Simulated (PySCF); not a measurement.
**A survey of ³³S NMR shifts**

PySCF 2.14 calculation with σ from GIAO-PBE0/pcSseg-1 and structure optimised with GFN2-xTB; fast rotation and ring inversion assumed for equivalent nuclei, no solvent, single conformer, relativity neglected.

Shieldings were converted by a linear fit to measured shifts: ³³S: δ = 158.28 − 0.937σ (rms 33.3 ppm, 20 shifts vs sulfate, solution or neat liquid). Occasional misses reach two or three times the rms, and more in compound classes unlike the fitted ones.

Problem. Give the ³³S shifts of `CC[Si@@H]1C[C@@H]1SC(C)C`, `CC[Si@@H](Cl)SCSC`, `CC[Si@@H](C)SC1(C)CC1`, `CC[C@@]1([SiH3])CCCSC1`.

Solution. 
```tsv
compound	environment	δ (ppm)
CC[Si@@H]1C[C@@H]1SC(C)C	sulfide sulfur	-231
[CH3:1][CH2:2][Si@@H:3]([Cl:4])[S:5][CH2:6][S:7][CH3:8]	S7: sulfide sulfur	-329
[CH3:1][CH2:2][Si@@H:3]([Cl:4])[S:5][CH2:6][S:7][CH3:8]	S5: sulfur bonded to C, Si	-395
CC[Si@@H](C)SC1(C)CC1	sulfur bonded to C, Si	-362
CC[C@@]1([SiH3])CCCSC1	sulfide sulfur	-357
```
